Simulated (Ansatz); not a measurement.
**A geometry optimisation of CSbSi2− with PBE0-D3(BJ)/def2-SVPD**

The starting geometry of this gas-phase singlet was optimised with GFN2-xTB.

```tsv
atom	x (Å)	y (Å)	z (Å)
C	0.1531	-1.1293	0.0043
Sb	-2.4621	-1.4702	-1.2131
Si	0.1863	-0.5571	-1.6665
Si	-0.9665	-1.8432	1.1693
```

Problem. Predict what it relaxes into with PBE0-D3(BJ)/def2-SVPD.

Solution. A new bond forms, giving a structure given below by its coordinates. Distances that change by over a tenth: Sb2–Si4 (2.84 → 2.47 Å). Contacts that close: C1–Sb2 (2.90 → 2.35 Å).

The energy falls by 0.76 eV over 12 steps:

| step | E − E(last) (eV) |
| --- | --- |
| 1 | 0.757 |
| 2 | 0.371 |
| 3 | 0.356 |
| 5 | 0.221 |
| 6 | 0.117 |
| 7 | 0.023 |
| 8 | 0.001 |
| 10 | 0.000 |
| 11 | 0.000 |
| 12 | 0.000 |

Final geometry (Å):

```xyz
4

C    -0.1330   -1.1282   -0.2460
Sb   -2.3539   -1.5384   -0.9111
Si    0.4497   -0.4705   -1.7081
Si   -1.0520   -1.8627    1.1592
```

Frequencies at the end are all real (lowest 124 cm⁻¹). Atoms past krypton carry core potentials, without spin–orbit terms. Run with Ansatz 0.2.0, 51 s on 1 thread of Arm Neoverse V1, with other jobs on the host.
